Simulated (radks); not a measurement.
Question: Radial electron density D(r) = 4 pi r^2 rho(r) of an atom or ion with 64 electrons. Method: scalar-relativistic Kohn-Sham, LDA (Slater exchange, Perdew-Wang correlation), spin-unpolarised, spherical densities, finite nucleus; Fermi nuclear charge, rms radius of each element as measured or else 0.836 A^(1/3) + 0.57 fm; computed with a radial shooting solver on a logarithmic mesh with Libxc functionals.

r (bohr),D(r) (e/bohr)
0.0007831,2.743
0.00107,4.594
0.001462,7.587
0.001997,12.30
0.002728,19.44
0.003727,29.68
0.005091,43.26
0.0069,58.76
0.009427,74.10
0.01288,83.98
0.01759,84.29
0.02404,77.67
0.03284,76.73
0.04486,92.51
0.06129,111.8
0.08372,105.9
0.1144,86.26
0.1563,93.42
0.2135,95.69
0.2893,58.24
0.3953,42.63
0.54,49.59
0.7377,31.77
1.008,15.52
1.377,10.05
1.881,5.060
2.57,1.701
3.511,0.6751
4.796,0.3501
6.552,0.1259
8.951,0.02450
12.23,0.002556

What is the nuclear charge?

Answer: Z = 64. The innermost maximum, from 1s, lies near gamma/Z bohr with gamma = sqrt(1 - (Z/c)^2) = 0.884, here 0.0138 bohr (found: 0.0151), and its height grows with Z. The density is that of neutral gadolinium in [Xe] 4f8 5d1 6s1; the configuration itself is not fixed sharply by these data, and Z only to a few units. D(r) has 4 maxima, at r = 0.0151, 0.0675, 0.188, 0.519 bohr, and minima at 0.0291, 0.124, 0.371 bohr, inside which lie 1.94, 11.15, 29.32 electrons.
